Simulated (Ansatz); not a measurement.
`C#[C][Ga][CH3]` radical. Total charge 0; spin multiplicity 2.

```xyz
8

C     0.886   -2.215   -1.341
C     0.375   -1.148   -1.074
Ga   -0.496    0.568   -0.856
C    -0.532    1.390    0.951
H     1.339   -3.155   -1.562
H    -1.024    0.690    1.632
H     0.501    1.524    1.282
H    -1.050    2.346    0.969
```

Problem. What are the harmonic wavenumbers in cm⁻¹ at PBE0-D4/def2-TZVP (Ansatz, finite differences of forces, unscaled)? (An estimate is asked.)

Solution. Ansatz gave: 64, 98, 165, 269, 452, 545, 608, 685, 739, 743, 1183, 1430, 1444, 2099, 3048, 3134, 3175, 3456.

Problem. Is this a minimum?

Solution. Yes, all 18 modes are real.

Problem. Give the ideal-gas thermochemistry at 298.15 K and 1 bar (rigid rotor, harmonic oscillator; point group Cs, symmetry number 1).

Solution. Zero-point energy 139.6 kJ/mol; H(298) − E = 158.9 kJ/mol; entropy 341.5 J/(mol·K), of which translation 167.5, rotation 107.2, vibration 61.1, electronic 5.8; G(298) − E = 57.1 kJ/mol. Modes under 100 cm⁻¹ are hindered rotations or soft bends, so the harmonic entropy is rough.

Problem. Rotational constants (cm⁻¹)?

Solution. 0.5197, 0.0892, 0.07724.
